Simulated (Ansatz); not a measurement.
`F[Si](F)([SiH3])[SiH3]` + `C[NH][GeH3]` → `C[N]([SiH3])[GeH3]` + `F[SiH](F)[SiH3]` at 700 K and 1 bar (cleavage of the Si–Si bond).

Computed with Ansatz on PBE0-D4/def2-TZVP structures; ΔE is electronic, products minus reactants. CBS: MP2 limit from def2 TZ/QZ plus the TZ coupled-cluster correction, frozen cores. For Ge outer-core shells are correlated without core-valence functions, which leaves a few kJ/mol of doubt a bond. Scalar relativity is left out up to krypton.

```json
{"species": "`F[Si](F)([SiH3])[SiH3]`", "CCSD(T)/CBS energy (Eh)": "-1070.54606", "H − E (kJ/mol)": "243.1", "S (J/(mol·K))": "535.8"}
{"species": "`C[NH][GeH3]`", "CCSD(T)/CBS energy (Eh)": "-2173.06430", "H − E (kJ/mol)": "268.1", "S (J/(mol·K))": "408.1"}
{"species": "`C[N]([SiH3])[GeH3]`", "CCSD(T)/CBS energy (Eh)": "-2463.36560", "H − E (kJ/mol)": "332.8", "S (J/(mol·K))": "504.2"}
{"species": "`F[SiH](F)[SiH3]`", "CCSD(T)/CBS energy (Eh)": "-780.26920", "H − E (kJ/mol)": "171.8", "S (J/(mol·K))": "433.7"}
```

H − E and S are ideal-gas, rigid-rotor, harmonic terms from PBE0-D4/def2-TZVP, for one conformer and one mirror image of each species. 1 Eh = 2625.50 kJ/mol, R = 8.31446 J/(mol·K).

Q: By hand: ΔE, ΔH, ΔS and ΔG.

A: ΔE = (-2463.36560) + (-780.26920) − (-1070.54606) − (-2173.06430) = -0.02444 Eh = -64.2 kJ/mol. Δ(H − E) = 332.8 + 171.8 − 243.1 − 268.1 = -6.6, so ΔH = -70.8 kJ/mol. ΔS = 504.2 + 433.7 − 535.8 − 408.1 = -6.0 J/(mol·K). ΔG = -70.8 − 700 × (-6.0)/1000 = -66.6 kJ/mol.

Q: By hand: the equilibrium constant, and the temperature at which ΔG would vanish if ΔH and ΔS stayed fixed.

A: log₁₀ K = −ΔG/(RT ln 10) = 5.0. ΔG = 0 at ΔH/ΔS = 11800 K, far beyond where these terms or the molecules hold.

The number of gas molecules stays the same, so ΔS is small and ΔH decides. A doubt of 5 kJ/mol in ΔE shifts log₁₀ K by 0.4 here. Other conformers and mirror images would add mixing entropy, several J/(mol·K) or more a flexible species. These are equilibria of isolated gas molecules and say nothing of rates. Largest T1 diagnostic: 0.013 (customary marks: 0.02 for closed shells, 0.045 for open ones).
